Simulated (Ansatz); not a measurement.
Two members of one family (InSb nanocrystals, H-capped) that differ in charge, which shifts all levels, computed with Ansatz in the gas phase; def2 core potentials for In, Sb, no spin–orbit coupling. Levels of anions in sets without diffuse functions are rough. A dash marks a value that wasn't run or was left out as unsound. The structures are stationary points that may keep the symmetry of their start. Remarks come from the PBE and PBE0 runs and from stability tests at other levels; not every state was tested. HOMO above LUMO (over both spins in singlets and doublets, within one spin in higher multiplets; at PBE or PBE0), or a gap under 0.15 eV within one spin, warns that the state may not be the lowest or that an electron is smeared out.

First: In6Sb5H18⁻, cut from wurtzite (singlet, charge -1, PBE-D4/def2-SVP geometry).

```csv
atom,x (Å),y (Å),z (Å)
In1,-3.3327,0.9222,-0.9899
Sb2,-2.2268,-0.1719,1.4597
Sb3,-0.7003,-2.5377,-2.0114
In4,-1.0791,-2.6784,0.8484
In5,-0.4965,1.1589,3.3717
Sb6,1.6781,-2.3388,1.6391
Sb7,-0.8308,1.7396,-2.1515
In8,0.4545,-0.3444,-3.6177
In9,0.8457,3.6196,-0.7448
Sb10,1.5409,1.9372,1.4945
In11,3.5016,-0.0894,1.0590
H12,-3.9608,-0.4545,-1.8839
H13,-4.3062,2.3206,-0.5834
H14,-3.5834,-0.7343,2.3726
H15,-2.2619,-2.9248,-2.6246
H16,-0.0100,-4.0634,-2.4500
H17,-1.7334,-4.2216,1.3588
H18,-1.3309,2.5698,3.9891
H19,0.1304,-0.1140,4.4108
H20,1.6248,-2.5948,3.3413
H21,2.4346,-3.8597,1.3044
H22,-1.4070,2.6843,-3.4792
H23,-0.2463,-0.5796,-5.2066
H24,2.1570,-0.5186,-3.2654
H25,-0.1821,4.9087,-0.1476
H26,2.2896,3.8989,-1.6993
H27,2.4720,3.0060,2.4825
H28,3.8722,-0.3719,-0.6246
H29,4.6868,-0.1682,2.3477
```

```csv
level,HOMO (eV),LUMO (eV),gap (eV),vertical IE (eV)
PBE-D4/def2-TZVP,-3.02,0.31,3.33,4.60
revPBE-D4/def2-TZVP,-2.95,0.41,3.36,4.61
r2SCAN-D4/def2-TZVP,-3.22,0.50,3.72,–
PBE0-D4/def2-SVP,-3.78,1.17,4.96,–
PBE0-D4/def2-TZVP,-3.85,1.02,4.87,4.95
```

Remarks: gap within one spin near zero at PBE or PBE0 (neutral doublet).

Second: In6Sb6H18, cut from wurtzite (singlet, charge 0, PBE-D4/def2-SVP geometry).

```xyz
30

Sb   -0.125    3.174   -0.347
In    0.433    1.591   -2.728
In    3.667    1.047    0.448
Sb    2.371   -0.230   -1.814
Sb   -2.042    0.079   -2.454
In    1.232   -2.868   -2.230
In   -0.340    2.116    2.359
Sb    1.725    0.208    2.437
Sb   -2.669    0.504    1.681
In   -2.693   -1.691   -0.234
In    0.441   -2.329    3.018
Sb   -0.242   -2.972    0.270
H     0.891    4.557   -0.335
H    -1.580    4.046   -0.658
H     0.425    2.574   -4.164
H     3.339    2.751    0.223
H     5.187    0.268    0.760
H     3.491   -0.041   -3.111
H    -3.330    1.221   -2.568
H    -2.396   -0.709   -3.937
H    -0.007   -2.609   -3.440
H     2.496   -4.058   -2.211
H    -0.739    3.365    3.502
H     2.420    0.687    3.940
H    -3.905    1.603    1.191
H    -3.457    0.010    3.123
H    -4.287   -2.370   -0.407
H     1.623   -3.460    3.601
H    -1.089   -1.878    3.741
H    -0.840   -4.588    0.345
```

Task: Estimate how these quantities change from the first to the second (second minus first).

Result: 
| level | Δ HOMO (eV) | Δ LUMO (eV) | Δ gap (eV) | Δ vertical IE (eV) |
| --- | --- | --- | --- | --- |
| PBE-D4/def2-TZVP | -2.86 | -3.04 | -0.18 | 2.84 |
| revPBE-D4/def2-TZVP | -2.86 | -3.05 | -0.19 | – |
| r2SCAN-D4/def2-TZVP | -2.86 | -3.06 | -0.19 | – |
| PBE0-D4/def2-SVP | -2.89 | -3.09 | -0.20 | – |
| PBE0-D4/def2-TZVP | -2.85 | -3.02 | -0.16 | 2.85 |

Remarks: gap within one spin near zero at PBE or PBE0 (+1 doublet).
